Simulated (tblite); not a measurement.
Record of a relaxation.

Species: C6H10BrN3.
Numbering: `[CH3:1][CH:2]([CH3:3])[CH2:4][n:5]1[cH:6][c:7]([Br:8])[n:9][n:10]1` (hydrogens: H11, H12, H13 on C1; H14 on C2; H15, H16, H17 on C3; H18, H19 on C4; H20 on C6)

Computed with GFN2-xTB (tblite), gas phase: L-BFGS steps from a force-field or distance-geometry start until the largest atomic force falls under 0.01 eV/Å. 5 of its 56 geometries are shown.

Step 0: E = -837.1615 eV, largest atomic force 2.424 eV/Å
```
atom  x, y, z in Å  |  force x, y, z in eV/Å
C1     -1.338    1.032    0.705   -1.073   0.941   1.051
C2     -1.382    0.043   -0.438   -1.385   0.057   0.788
C3     -1.591   -1.383    0.002   -1.261  -1.425  -0.850
C4     -0.133    0.148   -1.254    0.531  -0.234  -1.138
N5      1.076   -0.121   -0.480    0.694  -0.194   0.140
C6      1.843    0.763    0.187    0.661   0.698   0.560
C7      2.902    0.050    0.755   -0.653  -0.904  -0.545
Br8     4.335    0.765    1.845   -0.857  -0.499  -0.675
N9      2.732   -1.260    0.404   -1.920   1.080  -1.011
N10     1.626   -1.332   -0.338    1.542   0.331   1.034
H11    -0.816    1.934    0.339   -0.179  -0.336   0.645
H12    -0.886    0.611    1.628   -0.039   0.428  -0.748
H13    -2.391    1.366    0.995    1.298  -0.477  -0.306
H14    -2.282    0.315   -1.042    0.768  -0.102  -0.076
H15    -2.571   -1.528    0.521    0.960   0.257  -0.085
H16    -0.772   -1.834    0.566   -0.205   0.317  -0.011
H17    -1.707   -1.965   -0.954    0.227   0.150   0.897
H18    -0.257   -0.600   -2.086    0.714   0.636   0.598
H19    -0.115    1.178   -1.665    0.518  -0.532   0.025
H20     1.723    1.827    0.304   -0.342  -0.191  -0.293
```

Step 14: E = -837.7416 eV, largest atomic force 0.159 eV/Å
```
atom  x, y, z in Å  |  force x, y, z in eV/Å
C1     -1.367    1.021    0.730   -0.071   0.059   0.119
C2     -1.387    0.050   -0.450   -0.023   0.011   0.027
C3     -1.621   -1.390   -0.006   -0.071  -0.083  -0.022
C4     -0.091    0.152   -1.268    0.094  -0.006  -0.042
N5      1.086   -0.080   -0.478   -0.007  -0.084  -0.001
C6      1.832    0.816    0.196    0.030   0.042  -0.109
C7      2.849    0.053    0.735   -0.079   0.007   0.021
Br8     4.279    0.616    1.789    0.098   0.053   0.082
N9      2.657   -1.227    0.381   -0.089  -0.024   0.001
N10     1.602   -1.291   -0.339    0.028  -0.106  -0.076
H11    -0.887    1.959    0.457   -0.036  -0.026   0.007
H12    -0.852    0.598    1.589    0.146  -0.031  -0.056
H13    -2.377    1.255    1.054   -0.075  -0.052  -0.030
H14    -2.193    0.350   -1.127   -0.026  -0.035  -0.020
H15    -2.534   -1.475    0.575   -0.008   0.086   0.071
H16    -0.793   -1.763    0.594    0.003   0.077  -0.010
H17    -1.724   -2.040   -0.871    0.039  -0.004  -0.039
H18    -0.091   -0.601   -2.060   -0.032   0.012   0.013
H19    -0.011    1.147   -1.714    0.013  -0.009  -0.011
H20     1.616    1.860    0.212    0.068   0.111   0.077
```

Step 28: E = -837.7665 eV, largest atomic force 0.105 eV/Å
```
atom  x, y, z in Å  |  force x, y, z in eV/Å
C1     -1.375    1.008    0.731   -0.002  -0.043  -0.011
C2     -1.384    0.061   -0.468    0.027  -0.005  -0.053
C3     -1.625   -1.372   -0.002    0.001   0.021   0.000
C4     -0.082    0.160   -1.286    0.035  -0.009  -0.010
N5      1.095   -0.073   -0.497    0.015   0.009  -0.016
C6      1.853    0.819    0.176   -0.015  -0.015   0.010
C7      2.837    0.036    0.749    0.006   0.026   0.004
Br8     4.257    0.615    1.822    0.000  -0.045   0.008
N9      2.628   -1.244    0.402    0.001   0.039   0.008
N10     1.589   -1.294   -0.341   -0.010   0.028   0.028
H11    -1.006    1.997    0.463   -0.043  -0.035  -0.010
H12    -0.756    0.598    1.525    0.078   0.069   0.011
H13    -2.383    1.113    1.123   -0.015   0.029   0.010
H14    -2.184    0.356   -1.154   -0.049   0.012   0.024
H15    -2.527   -1.419    0.602   -0.017  -0.006   0.014
H16    -0.789   -1.718    0.601    0.003  -0.037  -0.017
H17    -1.743   -2.050   -0.844    0.031   0.037  -0.016
H18    -0.094   -0.602   -2.070    0.001   0.000   0.007
H19     0.003    1.147   -1.749   -0.017  -0.009   0.052
H20     1.681    1.874    0.215   -0.031  -0.065  -0.043
```

Step 41: E = -837.7812 eV, largest atomic force 0.034 eV/Å
```
atom  x, y, z in Å  |  force x, y, z in eV/Å
C1     -1.365    1.017    0.727    0.004  -0.007   0.000
C2     -1.378    0.061   -0.463   -0.015  -0.001   0.007
C3     -1.622   -1.375   -0.009    0.007  -0.003   0.004
C4     -0.079    0.162   -1.286   -0.015   0.008  -0.006
N5      1.099   -0.080   -0.504   -0.003  -0.001   0.005
C6      1.860    0.812    0.162   -0.006   0.007   0.021
C7      2.826    0.030    0.764    0.003  -0.017   0.000
Br8     4.229    0.582    1.872    0.006   0.000  -0.012
N9      2.604   -1.253    0.435   -0.004  -0.023   0.020
N10     1.573   -1.304   -0.319   -0.004  -0.012   0.013
H11    -1.163    2.037    0.407    0.003   0.005   0.000
H12    -0.616    0.721    1.457    0.024  -0.002  -0.003
H13    -2.333    1.002    1.220   -0.008   0.015   0.010
H14    -2.190    0.359   -1.135    0.005  -0.001  -0.022
H15    -2.522   -1.426    0.600    0.010  -0.009  -0.002
H16    -0.785   -1.741    0.580    0.006  -0.005  -0.002
H17    -1.748   -2.032   -0.866    0.015  -0.004   0.006
H18    -0.095   -0.588   -2.080   -0.016   0.004  -0.017
H19     0.005    1.159   -1.725    0.003   0.015  -0.025
H20     1.695    1.867    0.162   -0.015   0.030   0.007
```

Step 55: E = -837.7827 eV, largest atomic force 0.009 eV/Å
```
atom  x, y, z in Å  |  force x, y, z in eV/Å
C1     -1.360    1.020    0.723    0.000  -0.001   0.000
C2     -1.380    0.062   -0.465   -0.005   0.000  -0.001
C3     -1.612   -1.375   -0.010    0.003  -0.002   0.002
C4     -0.083    0.167   -1.290    0.002  -0.001   0.002
N5      1.091   -0.080   -0.501    0.000   0.000   0.003
C6      1.853    0.811    0.166    0.006   0.002  -0.005
C7      2.814    0.024    0.772    0.000  -0.001   0.000
Br8     4.231    0.575    1.862   -0.001  -0.003   0.008
N9      2.583   -1.259    0.450   -0.006  -0.001  -0.001
N10     1.554   -1.306   -0.307    0.000   0.000  -0.006
H11    -1.174    2.041    0.398    0.003   0.001   0.000
H12    -0.592    0.734    1.439    0.000   0.001   0.005
H13    -2.318    0.997    1.236   -0.004  -0.001  -0.001
H14    -2.195    0.356   -1.136   -0.007   0.004  -0.005
H15    -2.511   -1.437    0.597    0.004  -0.002   0.000
H16    -0.771   -1.734    0.578    0.002  -0.001   0.006
H17    -1.729   -2.034   -0.867    0.005   0.000   0.002
H18    -0.099   -0.581   -2.086   -0.003   0.005  -0.003
H19     0.004    1.165   -1.728    0.000  -0.003   0.002
H20     1.690    1.866    0.167    0.003   0.003  -0.005
```

Task: Summarise the path.

Result: The energy falls by 59.93 kJ/mol from step 0 to step 55; nine tenths of that is first reached at step 10. It falls at every step. The largest force goes from 2.424 to 0.009 eV/Å. Among the bonds C7–Br8 changes most, from 1.937 to 1.871 Å; the atoms move by 0.188 Å rms after alignment.

Task: Follow the three bonds and two angles with the largest change from start to end.

Result: 
```tsv
step	E above end (kJ/mol)	largest force (eV/Å)	C7–Br8 (Å)	N9–N10 (Å)	C1–H13 (Å)	C7–C6–H20 (°)	C2–C3–H17 (°)
0	59.93	2.424	1.937	1.334	1.141	123.0	104.8
2	24.86	0.827	1.918	1.272	1.080	126.3	106.0
5	11.24	0.428	1.852	1.281	1.083	129.4	108.4
7	8.13	0.291	1.866	1.280	1.093	130.1	108.8
10	5.96	0.148	1.876	1.278	1.086	131.1	109.6
12	5.06	0.173	1.868	1.279	1.084	132.0	110.0
14	3.97	0.159	1.864	1.279	1.086	133.2	110.3
17	3.05	0.114	1.872	1.278	1.087	133.1	110.5
19	2.72	0.091	1.874	1.278	1.086	132.6	110.7
22	2.31	0.083	1.869	1.278	1.088	132.0	110.9
24	2.03	0.096	1.869	1.278	1.087	131.5	111.0
26	1.79	0.102	1.871	1.278	1.086	131.3	111.2
29	1.44	0.096	1.871	1.279	1.087	131.1	111.5
31	1.16	0.142	1.870	1.279	1.088	131.1	111.3
33	0.82	0.098	1.871	1.278	1.089	131.4	110.9
36	0.36	0.107	1.871	1.279	1.087	132.1	110.6
38	0.20	0.053	1.870	1.278	1.086	132.0	110.7
41	0.14	0.034	1.871	1.278	1.087	131.9	110.6
43	0.10	0.024	1.872	1.278	1.087	132.0	110.6
45	0.08	0.018	1.871	1.278	1.087	132.0	110.7
48	0.04	0.032	1.870	1.278	1.086	132.0	110.6
50	0.02	0.026	1.871	1.278	1.087	132.0	110.6
53	0.00	0.013	1.871	1.278	1.087	131.9	110.6
55	0.00	0.009	1.871	1.278	1.087	131.9	110.6
```
